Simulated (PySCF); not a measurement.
# How the method moves the HOMO and LUMO of propyl acetate

Propyl acetate, C5H10O2.
Z-matrix (Å and degrees, PBE0-D3(BJ)/def2-SVP geometry), rows numbered from 1:
```
C 
C   1  1.5198
C   2  1.5163  1  112.03
O   3  1.4243  2  111.93  1   176.30
C   4  1.3410  3  116.89  2    84.40
C   5  1.5010  4  111.07  3   179.10
O   5  1.2030  4  123.61  3     0.35
H   1  1.1016  2  111.36  3    60.32
H   1  1.0997  2  111.21  3  -179.86
H   1  1.1020  2  111.57  3   -59.85
H   2  1.1028  1  110.48  3   121.26
H   2  1.1015  1  110.12  3  -120.76
H   3  1.1001  2  110.90  1    59.11
H   3  1.1013  2  110.45  1   -61.74
H   6  1.0957  5  109.57  4   164.57
H   6  1.1008  5  109.00  4   -76.17
H   6  1.0980  5  110.77  4    41.87
```

Basis pcSseg-1 throughout (PySCF), one geometry. Geometry: PBE0-D3(BJ)/def2-SVP, one conformer, isolated molecule.

How do the orbital energies, the gap and the dipole change with the method?

```tsv
method	kind	HOMO (eV)	LUMO (eV)	gap (eV)	μ (D)	SCF cycles
OPBE	GGA	-6.14	-0.58	5.56	1.73	16
B97-D	GGA	-6.24	-0.63	5.61	1.76	15
BP86	GGA	-6.33	-0.79	5.54	1.76	15
KT3	GGA	-6.35	-0.65	5.71	1.71	15
B97-2	global hybrid	-7.62	0.33	7.95	1.79	14
B3LYP	global hybrid	-7.63	0.14	7.78	1.79	14
PBE0	global hybrid	-7.92	0.42	8.34	1.79	14
mPW1PW91	global hybrid	-7.96	0.39	8.35	1.80	14
CAM-B3LYP	range-separated hybrid	-9.39	1.63	11.02	1.80	14
```

The HOMO spans 3.25 eV, from OPBE down to CAM-B3LYP, and the gap runs from 5.54 eV (BP86) to 11.02 eV (CAM-B3LYP). Over the methods OPBE (0 %), B97-D (0 %), BP86 (0 %), KT3 (0 %), B97-2 (21 %), B3LYP (20 %), PBE0 (25 %), mPW1PW91 (25 %), a straight line through the gap against the share of exact exchange rises by 1.10 eV for each 10 % (correlation coefficient 0.999). The dipole ranges from 1.71 D (KT3) to 1.80 D (mPW1PW91). This basis has no diffuse functions.

The vertical ΔSCF ionisation energy at wB97X-D/def2-SVPD is 10.34 eV; −ε(HOMO) comes closest to it with CAM-B3LYP (9.39 eV).
